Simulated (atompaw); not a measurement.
**europium: PAW (atompaw) pseudisation with PBEsol, scalar-relativistic reference atom.**

- Element: Eu
- Generator: atompaw 4.2.0.5
- Type: PAW
- Functional: PBEsol
- Relativity: scalar-relativistic
- Frozen core: [Kr] 4d10
- Valence charge: 17
- Reference configuration: 4f6 5s2 5p6 5d0 6s0 6p0 (charge +3)
- Partial waves: 5s (bound): rc 2.20 bohr; 6s (bound, empty): rc 2.80 bohr; 5p (bound): rc 1.70 bohr; 6p (bound, empty): rc 3.00 bohr; 5d (bound, empty): rc 3.00 bohr; 5d channel at 2.65 Ry: rc 3.00 bohr; 4f (bound): rc 0.75 bohr; 4f channel at -2 Ry: rc 0.75 bohr
- Local potential: ultrasoft scheme with l = 4 at 0 Ry, radius 2.50 bohr
- Core correction: smooth core density matched at 1.70 bohr
- Augmentation charge: besselshape compensation charge, radius 2.70 bohr; PAW radius 3.00 bohr; waves and projectors: custom polynom vanderbiltortho

- Cutoffs needed: over 300 Ry and over 300 Ry (the cutoffs (Ry, on a coarse ladder) from which the occupation-weighted sum of valence levels, in a spherical-Bessel basis at the reference potential, stays within 10 and 1 mRy of its value at 400 Ry)
- Ghost test: no extra level below or beside the all-electron valence levels (s, p, d, f tested) (spherical-Bessel basis up to 400 Ry, 20 bohr box)
- Lowest eigenvalue of the overlap operator: 0.53 (p channel)
- Overlap eigenvalues printed by atompaw (projector basis): 0.401, 0.432, 0.655, 1.15, 20.2, 192, 5.71e+03, 1.94e+04
- Share of each valence orbital outside the PAW sphere: 5s 0 %, 6s 54 %, 5p 1 %, 6p 74 %, 5d 15 %, 4f 0 %
